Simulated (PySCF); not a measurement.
**Excitation energy of Rh²⁺ by level of theory**

Rh²⁺ [Kr] 4d7 (4F) → Rh²⁺ [Kr] 4d6 5s1 (6D), as a difference of total energies. All numbers are calculated (PySCF 2.14, a scalar-relativistic core potential, in aug-cc-pwCVDZ-PP with ECP28MDF). Correlated levels: valence and next inner shell: nothing frozen outside the core potential. The calculations carry no spin-orbit coupling.

| method | excitation energy (cm⁻¹) |
| --- | --- |
| UHF | 38476 |
| MP2 (valence and next inner shell) | 37827 |
| SCS-MP2 (valence and next inner shell) | 40581 |
| CCSD (valence and next inner shell) | 38656 |
| CCSD(T) (valence and next inner shell) | 38611 |
